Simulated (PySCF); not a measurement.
A small calculation by hand: entropy of an ideal gas

C₃H₂BrF, SMILES BrC(F)=C=C.

Coordinates come from a PBE0-D3(BJ)/def2-SVP optimisation.

PBE0-D3(BJ)/def2-SVP run with PySCF 2.14.0 gives the harmonic wavenumbers 146, 236, 334, 450, 481, 620, 663, 933, 999, 1089, 1318, 1480, 2118, 3135, 3227 cm⁻¹ and the rotational temperatures 0.2755, 0.0935, 0.0705 K. The molar mass is 136.95 g/mol, the symmetry number 1, the spin multiplicity 1.

Q: Work out the entropy at 298.15 K and 1 atm in the rigid-rotor, harmonic-oscillator model.

A: 
Translation (Sackur–Tetrode at 1 atm): S = R[1.5 ln M + 2.5 ln T − 1.16487] = 170.1 J/(mol K).
Rotation: q = (√π/σ) T^1.5/√(θA θB θC) = 214000, S = R[ln q + 3/2] = 114.5 J/(mol K).
Vibration: with u = 1.4388 ν/T, each mode gives R[u/(e^u − 1) − ln(1 − e^−u)]:
```json
[
 {"ν (cm⁻¹)": "146", "modes": "1", "u": "0.70", "S (J/(mol K))": "11.40"},
 {"ν (cm⁻¹)": "236", "modes": "1", "u": "1.14", "S (J/(mol K))": "7.67"},
 {"ν (cm⁻¹)": "334", "modes": "1", "u": "1.61", "S (J/(mol K))": "5.19"},
 {"ν (cm⁻¹)": "450", "modes": "1", "u": "2.17", "S (J/(mol K))": "3.33"},
 {"ν (cm⁻¹)": "481", "modes": "1", "u": "2.32", "S (J/(mol K))": "2.96"},
 {"ν (cm⁻¹)": "620", "modes": "1", "u": "2.99", "S (J/(mol K))": "1.74"},
 {"ν (cm⁻¹)": "663", "modes": "1", "u": "3.20", "S (J/(mol K))": "1.48"},
 {"ν (cm⁻¹)": "933", "modes": "1", "u": "4.50", "S (J/(mol K))": "0.51"},
 {"ν (cm⁻¹)": "999", "modes": "1", "u": "4.82", "S (J/(mol K))": "0.39"},
 {"ν (cm⁻¹)": "1089", "modes": "1", "u": "5.26", "S (J/(mol K))": "0.27"},
 {"ν (cm⁻¹)": "1318", "modes": "1", "u": "6.36", "S (J/(mol K))": "0.11"},
 {"ν (cm⁻¹)": "1480", "modes": "1", "u": "7.14", "S (J/(mol K))": "0.05"}
]
```
The stiffer modes add less than 0.005 each. Sum 35.1 J/(mol K).
Spin: R ln 1 = 0.0 J/(mol K).
Total 319.7 J/(mol K); the program's own thermochemistry gives 319.7. Translation makes up 53 % and vibration 11 %. Anharmonicity, hindered rotation and orbital degeneracy are left out.
